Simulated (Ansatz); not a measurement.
Al9P10H26⁺, a nanocrystal cut from wurtzite AlP (hydrogen-capped). Charge 1, multiplicity 1. Geometry PBE-D4/def2-SVP.

Cartesian coordinates in Å:
```
P -0.736 3.057 -2.607
Al 1.668 3.727 -2.702
P -3.762 1.111 -0.829
Al -4.586 -1.165 -1.219
Al -1.402 1.566 -0.869
P -0.219 -0.453 -1.289
P 2.436 2.195 -0.963
Al 2.195 -0.121 -1.519
P -3.165 -2.441 0.318
Al -0.784 -2.112 0.318
P 0.460 -4.047 -0.310
P 3.059 -1.506 0.231
Al 2.952 -3.898 -0.252
P -0.625 2.269 1.239
Al 1.699 2.919 1.186
Al -1.611 0.609 2.724
P -0.039 -1.217 2.364
P 2.689 1.331 2.725
Al 2.368 -1.057 2.468
H -1.205 2.483 -3.830
H -1.601 4.192 -2.542
H 2.183 3.241 -4.131
H 1.653 5.210 -2.106
H -4.328 1.906 -1.878
H -4.332 1.775 0.299
H -3.914 -1.509 -2.634
H -6.112 -1.284 -0.789
H -0.716 -0.941 -2.541
H 3.856 2.398 -0.938
H 2.662 -0.515 -2.989
H -3.365 -3.816 -0.030
H -3.617 -2.476 1.671
H -0.045 -4.454 -1.585
H -0.025 -5.133 0.484
H 4.466 -1.226 0.230
H 3.421 -4.177 -1.751
H 3.334 -4.705 1.072
H -1.360 3.476 1.476
H 1.947 4.437 1.589
H -2.917 0.120 1.893
H -1.661 1.090 4.242
H -0.401 -2.225 3.315
H 4.098 1.578 2.756
H 2.366 1.709 4.066
H 3.015 -1.918 3.637
```

Single mean-field runs in def2-TZVP are fitted with def2-universal-jkfit.

Estimate the orbital energies around the gap (eV) in Ansatz with HF/6-31G, LDA (SPW92)/def2-TZVP, BLYP-D4/def2-TZVP, r2SCAN-D4/def2-TZVP, PBE0-D4/def2-TZVP.


| orbital | HF/6-31G | LDA (SPW92)/def2-TZVP | BLYP-D4/def2-TZVP | r2SCAN-D4/def2-TZVP | PBE0-D4/def2-TZVP |
| --- | --- | --- | --- | --- | --- |
| HOMO−13 | -14.16 | -10.18 | -9.92 | -10.39 | -11.23 |
| HOMO−12 | -14.09 | -10.16 | -9.91 | -10.38 | -11.18 |
| HOMO−11 | -13.92 | -10.02 | -9.85 | -10.29 | -11.16 |
| HOMO−10 | -13.81 | -9.91 | -9.72 | -10.16 | -11.02 |
| HOMO−9 | -13.75 | -9.88 | -9.63 | -10.09 | -10.91 |
| HOMO−8 | -13.74 | -9.79 | -9.59 | -10.03 | -10.86 |
| HOMO−7 | -13.55 | -9.79 | -9.59 | -10.02 | -10.86 |
| HOMO−6 | -13.53 | -9.71 | -9.53 | -9.96 | -10.83 |
| HOMO−5 | -13.30 | -9.69 | -9.50 | -9.94 | -10.72 |
| HOMO−4 | -13.18 | -9.54 | -9.37 | -9.78 | -10.63 |
| HOMO−3 | -13.02 | -9.47 | -9.30 | -9.71 | -10.51 |
| HOMO−2 | -12.93 | -9.31 | -9.14 | -9.55 | -10.39 |
| HOMO−1 | -12.72 | -9.22 | -9.06 | -9.45 | -10.26 |
| HOMO | -12.33 | -9.03 | -8.82 | -9.23 | -9.99 |
| LUMO | -1.01 | -5.39 | -5.03 | -5.12 | -4.51 |
| LUMO+1 | -0.96 | -5.30 | -4.93 | -5.02 | -4.41 |
| LUMO+2 | -0.90 | -5.08 | -4.69 | -4.76 | -4.17 |
| LUMO+3 | -0.71 | -5.07 | -4.67 | -4.68 | -4.14 |
| LUMO+4 | -0.48 | -4.89 | -4.52 | -4.52 | -3.96 |
| LUMO+5 | -0.47 | -4.83 | -4.44 | -4.47 | -3.88 |
